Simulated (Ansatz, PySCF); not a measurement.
Spin states of H4O2Zr (SMILES [OH][ZrH2][OH]), each relaxed with B3LYP-D3(BJ)/def2-TZVP.
State 1 (charge 0, multiplicity 1):
```xyz
7

Zr    -0.43029    -0.14131    -0.18004
O      0.85597     0.69720    -1.32840
H      1.63926     1.11694    -1.68093
O      0.06946    -0.42166     1.64972
H      0.54056    -0.44653     2.48125
H     -0.81981    -1.81556    -0.91174
H     -1.95696     0.93531    -0.17895
```
State 2 (charge 0, multiplicity 3):
```xyz
7

Zr    -0.048    -0.023    -0.035
O      1.075     0.831    -1.368
H      1.789     1.268    -1.828
O      0.229    -0.415     1.845
H      0.589    -0.497     2.726
H     -1.708    -0.987    -0.845
H     -2.028    -0.252    -0.645
```

Singlets are restricted, other states unrestricted; no spin–orbit coupling, no relativity up to Kr; see below for the cores. The largest T1 diagnostic is 0.020.

Correlated levels freeze the inner cores; with def2 sets outer-core shells near the valence are correlated too.

Programs: Ansatz (a first-principles code) with Gaussian orbitals; PySCF for the dispersion terms. Each number belongs to the level named beside it. In def2 rows elements past Kr take small-core potentials, without spin–orbit coupling.

| level | energy of the multiplicity-3 state less that of the multiplicity-1 state (kcal/mol) |
|---|---|
| SVWN5/def2-TZVPP | 36.26 |
| BLYP-D3(BJ)/def2-TZVPP | 38.56 |
| r2SCAN-D3(BJ)/def2-TZVPP | 33.54 |
| B3LYP/def2-TZVPP | 38.47 |
| B3LYP-D4/def2-TZVPP | 38.94 |
| PBE0/def2-TZVPP | 34.93 |
| BHLYP-D3(BJ)/def2-TZVPP | 39.11 |
| CCSD/def2-SVP | (withheld) |
| CCSD/def2-TZVPP | 39.32 |

**Question.** Fill in the missing entries.

**Answer.** 
- CCSD/def2-SVP, energy of the multiplicity-3 state less that of the multiplicity-1 state (kcal/mol): 41.19
